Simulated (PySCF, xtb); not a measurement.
BeCl, SMILES [Be+][Cl], charge +1.

Harmonic wavenumbers (cm⁻¹) from xtb with GFN2-xTB at its own minimum, in rising order: 1035.

Question: What does B3LYP-D3(BJ)/def2-TZVPD in PySCF give at its own minimum? (An estimate is asked for; the answer gives what the named calculation found.)

Answer: 998. Paired by order, the mean absolute difference is 38 cm⁻¹ and the zero-point energies are 1.5 and 1.4 kcal/mol.
